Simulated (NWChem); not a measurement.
System: BHOF2; SMILES OB(F)F

The following NWChem deck was run.

```
start job
memory heap 200 mb stack 900 mb global 1100 mb
geometry units angstroms noautosym nocenter noautoz
  B     -0.023443    -0.008516     0.000000
  F      1.297165    -0.139278     0.000000
  F     -0.758743    -1.101416     0.000000
  O     -0.619586     1.194141     0.000000
  H      0.007652     1.923997     0.000000
end
basis spherical
  B library 6-311g**
  F library 6-311g**
  O library 6-311g**
  H library 6-311g**
end
dft
  xc xpbe96 cpbe96
  iterations 150
end
tddft
  cis
  ecut -17.5
  nroots 6
  notriplet
end
task tddft energy
```

Geometry: optimised at PBE0/def2-SVP.

Core excitations by TDA in a window of 1s orbitals, non-relativistic and unshifted: absolute energies depend strongly on the exact-exchange share.

**Question.** Give the results of this calculation. (PBE/6-311G** (spherical d), restricted-window TDA.) Quantities: first 1s excitation (eV); dipole oscillator strength of the first; first state with f > 0.002 (eV); dipole oscillator strength of that state.

**Answer.** 
```json
{
  "first 1s excitation (eV)": "511.4",
  "dipole_oscillator_strength_of_the_first": "0.0077",
  "first state with f > 0.002 (eV)": "511.4",
  "dipole_oscillator_strength_of_that_state": "0.0077"
}
```
